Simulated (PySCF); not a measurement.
CAuO, doublet, geometry from GFN2-xTB (such geometries of metal compounds can be far from the true shape) (the multiplicity is a formal guess) (core potentials on Au), with bond 2-3 at 3.0 times its length; HF/def2-SVP in PySCF.

Here is a job for PySCF.
```python
from pyscf import gto, scf

mol = gto.M(
    atom='''
Au   -0.22153076   -0.21877232   -0.20724330
O     3.68581359    1.04864525    2.61988838
C     0.67694946    1.27823174    0.82816337
''',
    basis='def2-svp',
    ecp={'Au': 'def2-svp'},
    spin=1,
    verbose=4,
)

mf = scf.UHF(mol)
mf.kernel()
mo_i, mo_e, stable_i, stable_e = mf.stability(internal=True, external=True, return_status=True, nroots=6, tol=1e-6)
print('internally stable:', stable_i, ' externally stable:', stable_e)
if not stable_i:
    umf = mf.copy()
    umf.scf_summary = {}
    umf.kernel(umf.make_rdm1(mo_i, mf.mo_occ))
```

It wrote (shortened):

```
PySCF version 2.14.0

[INPUT] verbose = 4
[INPUT] num. atoms = 3
[INPUT] num. electrons = 33
[INPUT] charge = 0
[INPUT] spin (= nelec alpha-beta = 2S) = 1
[INPUT] symmetry False subgroup None
[INPUT] Mole.unit = angstrom
[INPUT] Symbol           X                Y                Z      unit          X                Y                Z       unit  Magmom
[INPUT]  1 Au    -0.221530760000  -0.218772320000  -0.207243300000 AA   -0.418632464567  -0.413419768436  -0.391633078151 Bohr   0.0
[INPUT]  2 O      3.685813590000   1.048645250000   2.619888380000 AA    6.965178231300   1.981652324326   4.950871515130 Bohr   0.0
[INPUT]  3 C      0.676949460000   1.278231740000   0.828163370000 AA    1.279249079572   2.415507912326   1.565001955697 Bohr   0.0

nuclear repulsion = 53.0872061151172
number of shells = 24
number of NR pGTOs = 105
number of NR cGTOs = 60
basis = def2-svp
ecp = {'Au': 'def2-svp'}

******** <class 'pyscf.scf.uhf.UHF'> ********
method = UHF
initial guess = minao
damping factor = 0
level_shift factor = 0
DIIS = <class 'pyscf.scf.diis.CDIIS'>
diis_start_cycle = 1
diis_space = 8
diis_damp = 0
SCF conv_tol = 1e-09
SCF conv_tol_grad = None
SCF max_cycles = 50
direct_scf = True
direct_scf_tol = 1e-13
number electrons alpha = 17  beta = 16
Set gradient conv threshold to 3.16228e-05
init E= -234.252998234963

cycle= 1 E= -245.994967531669  delta_E= -11.7  |g|= 1.18  |ddm|= 6.92
cycle= 2 E= -240.418533593083  delta_E= 5.58  |g|=  2.6  |ddm|=  3.8
cycle= 3 E= -246.627123454467  delta_E= -6.21  |g|= 0.743  |ddm|=  2.4
cycle= 4 E= -246.899321784253  delta_E= -0.272  |g|= 0.143  |ddm|= 0.735
cycle= 5 E= -246.955603951988  delta_E= -0.0563  |g|= 0.161  |ddm|= 0.497
cycle= 6 E= -247.005281282497  delta_E= -0.0497  |g|= 0.236  |ddm|= 0.286
cycle= 7 E= -246.927598612232  delta_E= 0.0777  |g|= 0.196  |ddm|= 0.516
cycle= 8 E= -246.934111878699  delta_E= -0.00651  |g|= 0.159  |ddm|= 0.0416
cycle= 9 E= -246.947797700514  delta_E= -0.0137  |g|= 0.096  |ddm|= 0.281
cycle= 10 E= -246.947228566184  delta_E= 0.000569  |g|= 0.0634  |ddm|= 0.0848
cycle= 11 E= -246.948306054025  delta_E= -0.00108  |g|= 0.0138  |ddm|= 0.092
cycle= 12 E= -246.948405037188  delta_E= -9.9e-05  |g|= 0.00321  |ddm|= 0.0375
cycle= 13 E= -246.94845278253  delta_E= -4.77e-05  |g|= 0.00295  |ddm|= 0.0146
cycle= 14 E= -246.948491933684  delta_E= -3.92e-05  |g|= 0.00236  |ddm|= 0.0128
cycle= 15 E= -246.948528768596  delta_E= -3.68e-05  |g|= 0.00219  |ddm|= 0.0118
cycle= 16 E= -246.94852822027  delta_E= 5.48e-07  |g|= 0.00219  |ddm|= 0.000479
cycle= 17 E= -246.948528134083  delta_E= 8.62e-08  |g|= 0.00219  |ddm|= 0.000264
cycle= 18 E= -246.948526521698  delta_E= 1.61e-06  |g|= 0.00217  |ddm|= 0.000893
cycle= 19 E= -246.948504183759  delta_E= 2.23e-05  |g|= 0.00183  |ddm|= 0.00972
cycle= 20 E= -246.948483552259  delta_E= 2.06e-05  |g|= 0.00111  |ddm|= 0.0255
cycle= 21 E= -246.948484415348  delta_E= -8.63e-07  |g|= 0.000522  |ddm|= 0.00954
cycle= 22 E= -246.948485449253  delta_E= -1.03e-06  |g|= 0.000282  |ddm|= 0.00494
cycle= 23 E= -246.948485671404  delta_E= -2.22e-07  |g|= 0.000214  |ddm|= 0.0022
cycle= 24 E= -246.948485718024  delta_E= -4.66e-08  |g|= 0.000154  |ddm|= 0.000621
cycle= 25 E= -246.948485786202  delta_E= -6.82e-08  |g|= 0.000177  |ddm|= 0.000377
cycle= 26 E= -246.948485878338  delta_E= -9.21e-08  |g|= 0.000223  |ddm|= 0.000326
cycle= 27 E= -246.948485813481  delta_E= 6.49e-08  |g|= 0.000104  |ddm|= 0.000672
cycle= 28 E= -246.948485912104  delta_E= -9.86e-08  |g|= 9.52e-05  |ddm|= 0.000791
cycle= 29 E= -246.948485943939  delta_E= -3.18e-08  |g|= 9.62e-05  |ddm|= 0.00022
cycle= 30 E= -246.948485878701  delta_E= 6.52e-08  |g|= 9.11e-05  |ddm|= 0.000579
cycle= 31 E= -246.948485859924  delta_E= 1.88e-08  |g|= 8.96e-05  |ddm|= 0.000268
cycle= 32 E= -246.948485867811  delta_E= -7.89e-09  |g|= 9.02e-05  |ddm|= 0.000102
cycle= 33 E= -246.948485861718  delta_E= 6.09e-09  |g|= 8.98e-05  |ddm|= 6.05e-05
cycle= 34 E= -246.948485850067  delta_E= 1.17e-08  |g|= 8.87e-05  |ddm|= 8.61e-05
cycle= 35 E= -246.948485842284  delta_E= 7.78e-09  |g|= 8.76e-05  |ddm|= 0.000114
cycle= 36 E= -246.948485827569  delta_E= 1.47e-08  |g|= 8.62e-05  |ddm|= 0.000193
cycle= 37 E= -246.948485809836  delta_E= 1.77e-08  |g|= 8.41e-05  |ddm|= 0.000298
cycle= 38 E= -246.948485803416  delta_E= 6.42e-09  |g|= 8.28e-05  |ddm|= 0.000155
cycle= 39 E= -246.948485796012  delta_E= 7.4e-09  |g|= 8.34e-05  |ddm|= 0.000178
cycle= 40 E= -246.948485788462  delta_E= 7.55e-09  |g|= 8.66e-05  |ddm|= 9.86e-05
cycle= 41 E= -246.94848577574  delta_E= 1.27e-08  |g|= 8.07e-05  |ddm|= 0.000161
cycle= 42 E= -246.94848575567  delta_E= 2.01e-08  |g|= 6.75e-05  |ddm|= 0.000674
cycle= 43 E= -246.948485739691  delta_E= 1.6e-08  |g|= 4.76e-05  |ddm|= 0.00115
cycle= 44 E= -246.948485753056  delta_E= -1.34e-08  |g|= 4.44e-05  |ddm|= 0.000285
cycle= 45 E= -246.948485755344  delta_E= -2.29e-09  |g|= 4.46e-05  |ddm|= 7.21e-05
cycle= 46 E= -246.948485754659  delta_E= 6.86e-10  |g|= 4.45e-05  |ddm|= 2.43e-05
cycle= 47 E= -246.948485755145  delta_E= -4.87e-10  |g|= 4.46e-05  |ddm|= 9.37e-05
cycle= 48 E= -246.94848575451  delta_E= 6.35e-10  |g|= 4.49e-05  |ddm|= 8.17e-05
cycle= 49 E= -246.948485754442  delta_E= 6.78e-11  |g|= 4.47e-05  |ddm|= 9.71e-06
cycle= 50 E= -246.948485753706  delta_E= 7.36e-10  |g|= 4.33e-05  |ddm|= 0.000137
SCF not converged.
SCF energy = -246.948485753706 after 50 cycles  <S^2> = 0.75600397  2S+1 = 2.005995
uhf_internal: lowest eigs of H = [-6.13631127e-01 -1.48439941e-01 -9.40486091e-02 -4.40330302e-02
 -3.83192343e-04  1.20635047e-02]
<class 'pyscf.scf.uhf.UHF'> wavefunction has an internal instability
uhf_real2complex: lowest eigs of H = [0.00302877 0.00442551 0.00537621 0.00537673 0.00892961 0.01266313]
<class 'pyscf.scf.uhf.UHF'> wavefunction is stable in the real -> complex stability analysis
uhf_external: lowest eigs of H = [-3.10598986e-01 -7.42339336e-02 -5.13757207e-02 -4.57692806e-02
 -2.85173815e-03  1.52641664e-05]
<class 'pyscf.scf.uhf.UHF'> wavefunction has an UHF/UKS -> GHF/GKS instability
internally stable: False  externally stable: False

******** <class 'pyscf.scf.uhf.UHF'> ********
method = UHF
initial guess = minao
damping factor = 0
level_shift factor = 0
DIIS = <class 'pyscf.scf.diis.CDIIS'>
diis_start_cycle = 1
diis_space = 8
diis_damp = 0
SCF conv_tol = 1e-09
SCF conv_tol_grad = None
SCF max_cycles = 50
direct_scf = True
direct_scf_tol = 1e-13
number electrons alpha = 17  beta = 16
Set gradient conv threshold to 3.16228e-05
init E= -247.032024124023
cycle= 1 E= -247.099731848047  delta_E= -0.0677  |g|= 0.0988  |ddm|= 0.376
cycle= 2 E= -247.112405165608  delta_E= -0.0127  |g|= 0.0607  |ddm|= 0.17
cycle= 3 E= -247.115780077325  delta_E= -0.00337  |g|= 0.0291  |ddm|= 0.0878
cycle= 4 E= -247.117830868906  delta_E= -0.00205  |g|= 0.0144  |ddm|= 0.0868
cycle= 5 E= -247.11838883772  delta_E= -0.000558  |g|= 0.00908  |ddm|= 0.0494
cycle= 6 E= -247.118739122392  delta_E= -0.00035  |g|= 0.00678  |ddm|= 0.0434
cycle= 7 E= -247.118927011344  delta_E= -0.000188  |g|= 0.00627  |ddm|= 0.0276
cycle= 8 E= -247.11926874418  delta_E= -0.000342  |g|= 0.00619  |ddm|= 0.0518
cycle= 9 E= -247.119605131683  delta_E= -0.000336  |g|= 0.00606  |ddm|= 0.0521
cycle= 10 E= -247.120263990837  delta_E= -0.000659  |g|= 0.00583  |ddm|= 0.107
cycle= 11 E= -247.121017058991  delta_E= -0.000753  |g|= 0.00479  |ddm|= 0.147
cycle= 12 E= -247.120954416831  delta_E= 6.26e-05  |g|= 0.00613  |ddm|= 0.0242
cycle= 13 E= -247.12147353842  delta_E= -0.000519  |g|= 0.00391  |ddm|= 0.222
cycle= 14 E= -247.12148186137  delta_E= -8.32e-06  |g|= 0.00133  |ddm|= 0.0452
cycle= 15 E= -247.121494286473  delta_E= -1.24e-05  |g|= 0.00156  |ddm|= 0.0522
cycle= 16 E= -247.121502207715  delta_E= -7.92e-06  |g|= 0.000395  |ddm|= 0.0225
cycle= 17 E= -247.121502578949  delta_E= -3.71e-07  |g|= 0.000361  |ddm|= 0.00976
cycle= 18 E= -247.121503177051  delta_E= -5.98e-07  |g|= 0.000304  |ddm|= 0.00623
cycle= 19 E= -247.121503582943  delta_E= -4.06e-07  |g|= 0.000291  |ddm|= 0.00243
cycle= 20 E= -247.121503958333  delta_E= -3.75e-07  |g|= 0.000287  |ddm|= 0.00117
cycle= 21 E= -247.121504484867  delta_E= -5.27e-07  |g|= 0.000286  |ddm|= 0.000953
cycle= 22 E= -247.12150536957  delta_E= -8.85e-07  |g|= 0.000285  |ddm|= 0.0016
cycle= 23 E= -247.121509612901  delta_E= -4.24e-06  |g|= 0.000279  |ddm|= 0.00776
cycle= 24 E= -247.121517405454  delta_E= -7.79e-06  |g|= 0.000278  |ddm|= 0.0148
cycle= 25 E= -247.121517021635  delta_E= 3.84e-07  |g|= 0.000272  |ddm|= 0.000753
cycle= 26 E= -247.121541302044  delta_E= -2.43e-05  |g|= 0.000893  |ddm|= 0.0529
cycle= 27 E= -247.121545447228  delta_E= -4.15e-06  |g|= 0.00138  |ddm|= 0.0117
cycle= 28 E= -247.121558068984  delta_E= -1.26e-05  |g|= 0.00258  |ddm|= 0.0426
cycle= 29 E= -247.121556879596  delta_E= 1.19e-06  |g|= 0.00206  |ddm|= 0.00757
cycle= 30 E= -247.121557045231  delta_E= -1.66e-07  |g|= 0.00205  |ddm|= 0.000468
cycle= 31 E= -247.121556251006  delta_E= 7.94e-07  |g|= 0.00174  |ddm|= 0.00419
cycle= 32 E= -247.121543997984  delta_E= 1.23e-05  |g|= 0.00034  |ddm|= 0.0373
cycle= 33 E= -247.121565033495  delta_E= -2.1e-05  |g|= 0.00492  |ddm|= 0.112
cycle= 34 E= -247.121550960687  delta_E= 1.41e-05  |g|= 0.000224  |ddm|= 0.0944
cycle= 35 E= -247.121571021046  delta_E= -2.01e-05  |g|= 0.002  |ddm|= 0.0745
cycle= 36 E= -247.121565363243  delta_E= 5.66e-06  |g|= 0.000209  |ddm|= 0.0305
cycle= 37 E= -247.121575328076  delta_E= -9.96e-06  |g|= 0.000946  |ddm|= 0.0434
cycle= 38 E= -247.121576914442  delta_E= -1.59e-06  |g|= 0.000737  |ddm|= 0.00728
cycle= 39 E= -247.121576490437  delta_E= 4.24e-07  |g|= 0.00091  |ddm|= 0.00142
cycle= 40 E= -247.121576135151  delta_E= 3.55e-07  |g|= 0.000286  |ddm|= 0.00431
cycle= 41 E= -247.121575985737  delta_E= 1.49e-07  |g|= 0.000271  |ddm|= 0.000769
cycle= 42 E= -247.121576825543  delta_E= -8.4e-07  |g|= 0.000297  |ddm|= 0.00474
cycle= 43 E= -247.121577218627  delta_E= -3.93e-07  |g|= 0.000141  |ddm|= 0.00247
cycle= 44 E= -247.121577537379  delta_E= -3.19e-07  |g|= 0.000211  |ddm|= 0.00239
cycle= 45 E= -247.121578975443  delta_E= -1.44e-06  |g|= 0.000117  |ddm|= 0.00913
cycle= 46 E= -247.121579363738  delta_E= -3.88e-07  |g|= 0.000129  |ddm|= 0.0034
cycle= 47 E= -247.121579668722  delta_E= -3.05e-07  |g|= 8.94e-05  |ddm|= 0.00253
cycle= 48 E= -247.121580343649  delta_E= -6.75e-07  |g|= 9.11e-05  |ddm|= 0.00531
cycle= 49 E= -247.121581072865  delta_E= -7.29e-07  |g|= 8.25e-05  |ddm|= 0.00632
cycle= 50 E= -247.121581274983  delta_E= -2.02e-07  |g|= 6.8e-05  |ddm|= 0.0018
SCF not converged.
SCF energy = -247.121581274983 after 50 cycles  <S^2> = 2.0611246  2S+1 = 3.0404767
```

Convergence was not reached.
